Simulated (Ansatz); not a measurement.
Ansatz (a program for electronic structure) input:

Ansatz 0.2 input:
```yaml
crystal:
  periodic: [false, false, false]
  atoms:
    - {symbol: C, position_ang: [1.73778135, -0.07697724, 0.21888803]}
    - {symbol: C, position_ang: [0.28930420, -0.50973004, 0.00217289]}
    - {symbol: C, position_ang: [-0.68836773, 0.67454804, -0.15335402]}
    - {symbol: C, position_ang: [-2.16654757, 0.33977872, -0.36055750]}
    - {symbol: F, position_ang: [-2.56587877, -0.42043729, 0.87924492]}
    - {symbol: H, position_ang: [2.08842836, 0.51549528, -0.62754548]}
    - {symbol: H, position_ang: [1.82011965, 0.53633058, 1.11649376]}
    - {symbol: H, position_ang: [2.40261954, -0.93795116, 0.33155098]}
    - {symbol: H, position_ang: [-0.04009237, -1.11427803, 0.85146181]}
    - {symbol: H, position_ang: [0.23119568, -1.13852268, -0.89366599]}
    - {symbol: H, position_ang: [-0.59205393, 1.31126895, 0.73747929]}
    - {symbol: H, position_ang: [-0.37404341, 1.27597659, -1.02029989]}
    - {symbol: H, position_ang: [-2.19615893, -0.49330372, -1.12733901]}
basis:
  gaussian:
    orbitals: def2-TZVP
hamiltonian:
  xc: b3lyp
  dispersion: d3bj
total_charge: -1
relax: {f_tol: 0.002, max_steps: 150}
```

Which total energy does the run end on?

-257.14356 Eh (B3LYP-D3(BJ)/def2-TZVP). The basis has 203 functions. The run takes around 80 core-seconds (rough).

It need not be the lowest isomer of its formula. Whether it binds its extra electron was not tested at this geometry.
